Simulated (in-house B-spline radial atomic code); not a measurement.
A fraction x of an electron is removed from 2p in O III (O2+), starting from [He] 2s2 2p2 and keeping the highest spin. Computed with an all-electron radial atomic-structure program (B-spline basis): non-relativistic TPSS, spin-polarised, spherical fractional occupations, point nucleus.

```tsv
x	E(x) - E(0) (eV)	2p up level (eV)
0	0.0000	-45.290
0.04	1.8276	-46.089
0.24	11.4490	-50.140
0.28	13.4710	-50.961
0.41	20.2706	-53.654
0.5	25.1842	-55.539
0.58	29.6948	-57.228
0.63	32.5827	-58.290
0.75	39.7314	-60.859
0.9	49.1034	-64.107
1	55.6232	-66.292
```

The exact functional would give a straight line between the two integer points. Deviations E(x) - E(0) - x[E(1) - E(0)], in eV: -0.397 at x = 0.04, -1.901 at x = 0.24, -2.103 at x = 0.28, -2.535 at x = 0.41, -2.627 at x = 0.5, -2.567 at x = 0.58, -2.46 at x = 0.63, -1.986 at x = 0.75, -0.957 at x = 0.9.

The curve lies below the straight line by up to 2.627 eV (at x = 0.5): convex, the delocalisation error that favours fractional charges.

Problem. How well does Slater's transition state (minus the level at half occupation) give the ionisation energy?

Solution. It gives 55.539 eV against 55.623 eV from the two total energies; NIST lists 54.94 eV, ground level to ground level.
